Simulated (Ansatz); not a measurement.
One change: `NC([SiH3])S` becomes `[SiH3]OC([SiH3])S`.

Ansatz, PBE0-D4/def2-TZVP geometries, multiplicity 1. Each molecule was computed in one conformer, which needn't be the lowest.

```tsv
property	`NC([SiH3])S`
size of the dipole moment (B3LYP/def2-TZVPP) / D	1.58
size of the dipole moment (PBE/def2-TZVPP) / D	1.57
HOMO energy (PBE/def2-TZVPP) / eV	-5.55
HOMO–LUMO gap (B3LYP/def2-TZVPP) / eV	6.42
HOMO–LUMO gap (PBE/def2-TZVPP) / eV	4.72
LUMO energy (PBE/def2-TZVPP) / eV	-0.82
```

Q: Give the same properties after the change, and the shifts. (An estimate is asked.)

A: The calculation gave: 
| property | `[SiH3]OC([SiH3])S` | shift |
| --- | --- | --- |
| size of the dipole moment (B3LYP/def2-TZVPP) / D | 0.29 | -1.29 |
| size of the dipole moment (PBE/def2-TZVPP) / D | 0.27 | -1.30 |
| HOMO energy (PBE/def2-TZVPP) / eV | -6.15 | -0.60 |
| HOMO–LUMO gap (B3LYP/def2-TZVPP) / eV | 6.70 | 0.28 |
| HOMO–LUMO gap (PBE/def2-TZVPP) / eV | 5.04 | 0.32 |
| LUMO energy (PBE/def2-TZVPP) / eV | -1.12 | -0.30 |

With PBE0 the HOMO falls by 0.56 eV and the LUMO falls by 0.29 eV, so the gap widens by about 0.27 eV. PBE moves the HOMO by -0.60 eV and ωB97M-V by -0.53 eV. Dipoles are sizes alone; their direction can turn.

B3LYP here is the variant with VWN-RPA as its local correlation; programs differ in this.
